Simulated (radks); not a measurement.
Values are calculated unless marked as measured or tabulated.
Problem. The nitrogen ion N+, configuration [He] 2s2 2p2. Level of theory: scalar-relativistic Kohn-Sham, BLYP, spin-polarised, spherical densities, point nucleus; open shells are filled with parallel spins first (a radial shooting solver on a logarithmic mesh with Libxc functionals). Some entries of the table are withheld. Estimate them.

orbital,occ.,eigenvalue (Ry),<1/r> (bohr^-1),r(max) (bohr)
1s up,1,-29.56786,6.636,0.1483
1s down,1,-29.47958,6.650,0.1481
2s up,1,(1),1.179,0.9796
2s down,1,(2),1.143,0.9948
2p up,2,(3),1.063,0.9000
2p down,0,(4),1.017,0.9271

Solution. 
(1) 2s up eigenvalue (Ry): -2.46877
(2) 2s down eigenvalue (Ry): -2.21098
(3) 2p up eigenvalue (Ry): -1.61069
(4) 2p down eigenvalue (Ry): -1.36050
